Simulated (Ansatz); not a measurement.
C₂H₈Sn (`C[CH2][SnH3]`) at its PBE0-D4/def2-TZVP geometry, where that method's forces vanish. Charge 0, multiplicity 1. Sn: def2 effective core potential.

| atom | x (Å) | y (Å) | z (Å) |
| --- | --- | --- | --- |
| C1 | -1.1297 | -0.1874 | -0.9843 |
| C2 | 0.3629 | -0.0647 | -0.7155 |
| Sn3 | 0.8271 | 0.2152 | 1.3654 |
| H4 | -1.5674 | -1.0380 | -0.4552 |
| H5 | -1.6727 | 0.7067 | -0.6666 |
| H6 | -1.3331 | -0.3288 | -2.0503 |
| H7 | 0.8969 | -0.9580 | -1.0489 |
| H8 | 0.7920 | 0.7804 | -1.2594 |
| H9 | 0.2371 | -1.1118 | 2.2704 |
| H10 | 0.0720 | 1.6405 | 1.9370 |
| H11 | 2.5149 | 0.3458 | 1.6074 |

Question: For each bond, give half the difference of the two atoms' forces along it (eV/Å; positive pushes the atoms apart) under PBE-D4, r2SCAN-D4, B3LYP-D4, ωB97M-V in def2-TZVPP. (Estimate.)

Answer: The calculation gave: 
| bond | length (Å) | PBE-D4 | r2SCAN-D4 | B3LYP-D4 | ωB97M-V |
| --- | --- | --- | --- | --- | --- |
| C1–C2 | 1.522 | -0.02 | 0.11 | 0.18 | 0.25 |
| C1–H4 | 1.093 | 0.10 | -0.04 | -0.06 | -0.08 |
| C1–H5 | 1.093 | 0.10 | -0.04 | -0.06 | -0.08 |
| C1–H6 | 1.094 | 0.12 | -0.02 | -0.07 | -0.10 |
| C2–Sn3 | 2.150 | 0.08 | 0.07 | 0.18 | -0.04 |
| C2–H7 | 1.093 | 0.10 | -0.04 | -0.12 | -0.09 |
| C2–H8 | 1.093 | 0.10 | -0.04 | -0.12 | -0.09 |
| Sn3–H9 | 1.711 | 0.07 | -0.02 | 0.00 | -0.06 |
| Sn3–H10 | 1.711 | 0.07 | -0.02 | 0.00 | -0.06 |
| Sn3–H11 | 1.710 | 0.06 | -0.02 | -0.01 | -0.06 |

B3LYP here is the variant with VWN-RPA as its local correlation; programs differ in this.

Computed with Ansatz.
